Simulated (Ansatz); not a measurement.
Ideal-gas functions of `[Cl][Zr]([SeH])([SeH])[SeH]` at 800 K and 1 bar, from an Ansatz frequency run at PBE0-D4/def2-TZVP.

Molar mass 366.58 g/mol, point group C1 (symmetry number 1), electronic degeneracy 1, moments of inertia 993.604, 1059.332, 1356.166 u Å². Harmonic wavenumbers (cm⁻¹, unscaled): 54, 60, 68, 73, 79, 138, 151, 225, 233, 264, 281, 370, 383, 409, 437, 2395, 2412, 2416.

Use S(trans) = R[1.5 ln M + 2.5 ln T − 1.1517]; rotational temperatures θ = 24.2544 K / I; S(rot) = R[ln(√π/σ · √(T³/θAθBθC)) + 1.5]; for each mode x = 1.438777 ν̃/T, S = R[x/(eˣ − 1) − ln(1 − e⁻ˣ)] and H = RT x/(eˣ − 1); 1 cm⁻¹ = 0.0119627 kJ/mol; R = 8.31446 J/(mol·K).

Question: By hand: the entropy, in J/(mol·K).

Answer: Translation 203.0. Rotation: θ = 0.0244, 0.0229, 0.0179 K, giving 148.5. Vibration, mode by mode: 27.71, 26.83, 25.79, 25.20, 24.55, 19.92, 19.18, 15.89, 15.61, 14.59, 14.08, 11.85, 11.58, 11.05, 10.53, 0.60, 0.59, 0.58, in all 276.1. Electronic 0.0. Sum 627.6 J/(mol·K).

Question: By hand: H − E and G − E in kJ/mol, counted from the electronic energy.

Answer: Zero-point energy ½ × 10448 × 0.0119627 = 62.5; thermal vibration 83.3; translation, rotation and pV give 4 RT = 26.6. H − E = 172.4 kJ/mol, and G − E = 172.4 − 800 × 627.6/1000 = -329.7 kJ/mol.

Vibration gives 44 % of the entropy, 150.0 J/(mol·K) of it from the modes under 150 cm⁻¹: soft modes count most, and the harmonic formula is weakest for them. The sum counts one conformer and one mirror image; others add a mixing term.
